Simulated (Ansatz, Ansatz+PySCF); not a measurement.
```yaml
atoms:
  - { symbol: N, position_ang: [-0.2594, -0.1058, 0.5034] }
  - { symbol: H, position_ang: [-0.9809, -0.8532, 0.2438] }
  - { symbol: O, position_ang: [0.3496, 0.1993, -0.4710] }
```

Basis set: def2-SVP (spherical functions). Left uncorrelated: 2 orbitals. Charge 0, multiplicity 3.

Computed with Ansatz (development build ahead of 0.2.0); each method stands on the lowest determinant of its kind that the runs found.

Give the atomization energy at this shape (free ground-state atoms in the same class of orbitals less the molecule, no zero-point energy) of triplet HNO by UHF-MP2, UHF.

| method | atomization energy |
| --- | --- |
| UHF-MP2 | 164.84 kcal/mol |
| UHF | 79.47 kcal/mol |

Caution: another spin multiplicity may lie lower.
